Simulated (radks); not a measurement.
Values are calculated unless marked as measured or tabulated.
All-electron atom: Mo III in [Kr] 4d4. Level of theory: scalar-relativistic Kohn-Sham, SCAN, spin-polarised, spherical densities, finite nucleus; open shells are filled with parallel spins first (spin-orbit coupling, left out, can overturn this in heavy ions); meta-GGA in the generalised Kohn-Sham scheme; Fermi nuclear charge, rms radius 4.4091 fm (a radial shooting solver on a logarithmic mesh with Libxc functionals).

Normalised radial functions P(r) = r R(r), r in bohr:

```
   r/bohr * 4p up, o 4p down (the largest magnitude, 1.03, reaches the edge; | marks zero, & curves that meet)
 0.002798                             &
 0.003232                             &
 0.003732                             &
  0.00431                             &
 0.004938                             &
 0.005703                             &
 0.006587                             &
 0.007607                             &
 0.008715                             |&
  0.01006                             |&
  0.01162                             |&
  0.01342                             |&
  0.01538                             | &
  0.01776                             | &
  0.02051                             | &
  0.02369                             |  &
  0.02714                             |   &
  0.03134                             |   &
   0.0362                             |    &
  0.04181                             |     &
   0.0479                             |      &
  0.05531                             |       &
  0.06388                             |       *o
  0.07378                             |        &
  0.08452                             |        &
  0.09761                             |       &
   0.1127                             |      &
   0.1302                             |    &
   0.1492                             | &
   0.1723                           & |
   0.1989                       &     |
   0.2298                   &         |
   0.2632                o*           |
    0.304               &             |
   0.3511                &            |
   0.4055                  o*         |
   0.4645                       &     |
   0.5365                             |&
   0.6196                             |        &
   0.7155                             |               *o
   0.8198                             |                     &
   0.9467                             |                         &
    1.093                             |                          &
    1.263                             |                        &
    1.447                             |                     &
    1.671                             |                &
     1.93                             |           &
    2.228                             |       &
    2.553                             |    &
    2.948                             | o*
    3.405                             |&
    3.933                             &
    4.505                             &
    5.203                             &
    6.009                             &
     6.94                             &
    7.951                             &
    9.182                             &
```

4p up: eigenvalue -59.246 eV, 2 radial nodes at r = 0.160, 0.524 bohr, <r> = 1.23 bohr, 90 % of the charge inside 1.82 bohr. 4p down: eigenvalue -55.655 eV, 2 radial nodes at r = 0.160, 0.523 bohr, <r> = 1.22 bohr, 90 % of the charge inside 1.81 bohr.
